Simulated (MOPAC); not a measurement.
MOPAC input (MNDO):

```
MNDO PRECISE GNORM=0.05 LET XYZ GEO-OK AUX(PRECISION=9) THREADS=1
C3H4O

C    -0.37708342 1    1.08626761 1    0.16283026 1
C    -1.12385045 1   -0.28975267 1    0.04106663 1
C     0.33463378 1   -0.17758331 1   -0.04545889 1
O     1.38188572 1   -0.73333852 1   -0.18772459 1
H    -0.34007347 1    1.55204714 1    1.14085017 1
H    -0.46474761 1    1.77957040 1   -0.66571637 1
H    -1.68856913 1   -0.47548796 1   -0.86526580 1
H    -1.56389500 1   -0.70301121 1    0.94130074 1
```

Output:

```
 *******************************************************************************
 **                                                                           **
 **                              MOPAC v23.2.5                                **
 **                                                                           **
 *******************************************************************************
 ** MOPAC's Digital Object Identifier: https://doi.org/10.5281/zenodo.6511958 **
 **                                                                           **
 ** Please cite the open-source release paper for use of this MOPAC version:  **
 ** J. E. Moussa and J. J. P. Stewart (2026)                                  **
 ** MOPAC: An open-source semiempirical molecular orbital program             **
 ** J. Open Source Softw., 11(119), 8025, https://doi.org/10.21105/joss.08025 **
 *******************************************************************************

                              MNDO CALCULATION RESULTS

 *******************************************************************************
 *  MNDO       - The MNDO Hamiltonian to be used
 *  GEO-OK     - OVERRIDE INTERATOMIC DISTANCE AND OTHER SAFETY CHECKS
 *  LET        - OVERRIDE SOME SAFETY CHECKS
 *  PRECISE    - TIGHTER CRITERIA TO BE USED
 *  XYZ        - CARTESIAN COORDINATE SYSTEM TO BE USED
 *  GNORM      - EXIT WHEN GRADIENT NORM DROPS BELOW 0.050
 *  AUX        - OUTPUT AUXILIARY INFORMATION
 *******************************************************************************
MNDO PRECISE GNORM=0.05 LET XYZ GEO-OK AUX(PRECISION=9) THREADS=1
 C3H4O

   ATOM   CHEMICAL          X               Y               Z
  NUMBER   SYMBOL      (ANGSTROMS)     (ANGSTROMS)     (ANGSTROMS)

     1       C         -0.37708342  *   1.08626761  *   0.16283026  *
     2       C         -1.12385045  *  -0.28975267  *   0.04106663  *
     3       C          0.33463378  *  -0.17758331  *  -0.04545889  *
     4       O          1.38188572  *  -0.73333852  *  -0.18772459  *
     5       H         -0.34007347  *   1.55204714  *   1.14085017  *
     6       H         -0.46474761  *   1.77957040  *  -0.66571637  *
     7       H         -1.68856913  *  -0.47548796  *  -0.86526580  *
     8       H         -1.56389500  *  -0.70301121  *   0.94130074  *

          CARTESIAN COORDINATES

    NO.       ATOM           X           Y           Z

     1         C         -0.3771      1.0863      0.1628
     2         C         -1.1239     -0.2898      0.0411
     3         C          0.3346     -0.1776     -0.0455
     4         O          1.3819     -0.7333     -0.1877
     5         H         -0.3401      1.5520      1.1409
     6         H         -0.4647      1.7796     -0.6657
     7         H         -1.6886     -0.4755     -0.8653
     8         H         -1.5639     -0.7030      0.9413

  H: (MNDO): M.J.S. DEWAR, W. THIEL, J. AM. CHEM. SOC., 99, 4899, (1977)
  C: (MNDO): M.J.S. DEWAR, W. THIEL, J. AM. CHEM. SOC., 99, 4899, (1977)
  O: (MNDO): M.J.S. DEWAR, W. THIEL, J. AM. CHEM. SOC., 99, 4899, (1977)

           Empirical Formula: C3 H4 O  =     8 atoms

      MOLECULAR POINT GROUP   :   C2v

      RHF CALCULATION, NO. OF DOUBLY OCCUPIED LEVELS = 11

          Geometry optimization using EF

          DIAGONAL MATRIX USED AS START HESSIAN

 CYCLE:     1  GRAD.:    60.102 HEAT: -2.590786
 CYCLE:     2  GRAD.:   133.221 HEAT:  4.729247
 CYCLE:     3  GRAD.:   210.815 HEAT:  1.795332
 CYCLE:     4  GRAD.:   653.150 HEAT:  25.21101
 CYCLE:     5  GRAD.:   423.906 HEAT:  36.60868
 CYCLE:     6  GRAD.:   252.767 HEAT:  2.857355
 CYCLE:     7  GRAD.:   500.091 HEAT:  31.68850
 CYCLE:     8  GRAD.:   260.925 HEAT:  2.208750
 CYCLE:     9  GRAD.:   297.378 HEAT:  7.989363
 CYCLE:    10  GRAD.:    95.921 HEAT: -3.451700
 CYCLE:    11  GRAD.:   146.333 HEAT: -2.316266
 CYCLE:    12  GRAD.:     9.327 HEAT: -4.688616
 CYCLE:    13  GRAD.:     1.809 HEAT: -4.708691
 CYCLE:    14  GRAD.:     2.651 HEAT: -4.709041
 CYCLE:    15  GRAD.:     5.193 HEAT: -4.701837
 CYCLE:    16  GRAD.:     0.219 HEAT: -4.710798
 CYCLE:    17  GRAD.:     1.066 HEAT: -4.710519
 CYCLE:    18  GRAD.:     0.092 HEAT: -4.710815
 CYCLE:    19  GRAD.:     0.463 HEAT: -4.710764
 CYCLE:    20  GRAD.:     0.036 HEAT: -4.710817

     GRADIENT =  0.03614 IS LESS THAN CUTOFF =  0.05000

 -------------------------------------------------------------------------------
 MNDO PRECISE GNORM=0.05 LET XYZ GEO-OK AUX(PRECISION=9) THREADS=1
 C3H4O

     GEOMETRY OPTIMISED USING EIGENVECTOR FOLLOWING (EF).
     SCF FIELD WAS ACHIEVED

                              MNDO CALCULATION
                                                       MOPAC v23.2.5 Linux

          FINAL HEAT OF FORMATION =         -4.71082 KCAL/MOL =     -19.71006 KJ/MOL

          COSMO AREA              =         93.32 SQUARE ANGSTROMS
          COSMO VOLUME            =         75.47 CUBIC ANGSTROMS

          GRADIENT NORM           =          0.03614          =       0.01278 PER ATOM
          IONIZATION POTENTIAL    =         10.110567 EV
          HOMO LUMO ENERGIES (EV) =        -10.111  0.581
          NO. OF FILLED LEVELS    =         11
          MOLECULAR WEIGHT        =         56.0640         POINT GROUP:  C2v

          MOLECULAR DIMENSIONS (Angstroms)

            Atom       Atom       Distance
            H     7    O     4     3.22035
            H     8    H     6     3.13261
            O     4    H     5     2.62845

          SCF CALCULATIONS        =         21

   ATOM   CHEMICAL          X               Y               Z
  NUMBER   SYMBOL      (ANGSTROMS)     (ANGSTROMS)     (ANGSTROMS)

     1       C         -0.39799924  *   1.08596738  *   0.16423499  *
     2       C         -1.13515491  *  -0.27235100  *   0.04404118  *
     3       C          0.35958537  *  -0.19083227  *  -0.04885025  *
     4       O          1.41486292  *  -0.75083674  *  -0.19220375  *
     5       H         -0.35693962  *   1.58596776  *   1.13847496  *
     6       H         -0.48057211  *   1.81155317  *  -0.65277347  *
     7       H         -1.72484396  *  -0.48120529  *  -0.85566823  *
     8       H         -1.60122580  *  -0.70677961  *   0.93557105  *

                             CARTESIAN COORDINATES

   1    C       -0.397999242     1.085967383     0.164234992
   2    C       -1.135154907    -0.272350997     0.044041182
   3    C        0.359585371    -0.190832269    -0.048850249
   4    O        1.414862921    -0.750836745    -0.192203751
   5    H       -0.356939622     1.585967764     1.138474956
   6    H       -0.480572105     1.811553165    -0.652773474
   7    H       -1.724843962    -0.481205292    -0.855668229
   8    H       -1.601225795    -0.706779615     0.935571050

           Empirical Formula: C3 H4 O  =     8 atoms

      MOLECULAR POINT GROUP   :   C2v

                  EIGENVALUES
 -44.11389 -37.86067 -24.75198 -20.66683 -16.85119 -16.66203 -15.45820 -13.74759
 -13.58752 -12.44682 -10.11057   0.58139   2.44260   3.30464   3.71137   3.79645
   4.29674   4.79050   4.86714   7.28915

              NET ATOMIC CHARGES AND DIPOLE CONTRIBUTIONS

  ATOM NO.   TYPE          CHARGE      No. of ELECS.   s-Pop       p-Pop
    1          C          -0.106904        4.1069     1.23003     2.87687
    2          C          -0.106897        4.1069     1.23003     2.87687
    3          C           0.199944        3.8001     1.22270     2.57736
    4          O          -0.213289        6.2133     1.87751     4.33578
    5          H           0.056786        0.9432     0.94321
    6          H           0.056786        0.9432     0.94321
    7          H           0.056786        0.9432     0.94321
    8          H           0.056786        0.9432     0.94321
 DIPOLE           X         Y         Z       TOTAL
 POINT-CHG.    -1.453     0.771     0.197     1.656
 HYBRID        -0.440     0.234     0.060     0.502
 SUM           -1.893     1.004     0.257     2.158

          ATOMIC ORBITAL ELECTRON POPULATIONS

     Atom    s        px        py        pz
    1  C   1.23003   1.04057   0.87619   0.96011
    2  C   1.23003   0.92322   0.99094   0.96271
    3  C   1.22270   0.88496   0.96080   0.73159
    4  O   1.87751   1.32904   1.70553   1.30120
    5  H   0.94321
    6  H   0.94321
    7  H   0.94321
    8  H   0.94321

 **********************
 *                    *
 * JOB ENDED NORMALLY *
 *                    *
 **********************

 == MOPAC DONE ==
```

The geometry given is a B3LYP-D3(BJ)/def2-TZVP minimum.
